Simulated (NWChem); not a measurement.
Molecule: C2H3AgClN; SMILES [C-](#[N+]C)->[Ag][Cl]

No frequency run checked for a minimum. def2 effective core potentials on Ag; no spin-orbit coupling.

Task: Give the equilibrium geometry at PBE0/def2-SVP with def2 effective core potentials on Ag (NWChem) as a list of bonds and angles, with the point group.

Result: point group C3v; any orientation.
Bond lengths (Å): Ag1–Cl2 2.284, Ag1–C5 2.020, C3–N4 1.408, C3–H6 1.099, C3–H7 1.099, C3–H8 1.099, N4–C5 1.163. Bond angles (°): Cl2–Ag1–C5 179.8, N4–C3–H6 109.7, N4–C3–H7 109.7, N4–C3–H8 109.7, H6–C3–H7 109.2, H6–C3–H8 109.2, H7–C3–H8 109.2, C3–N4–C5 179.9, Ag1–C5–N4 179.8.
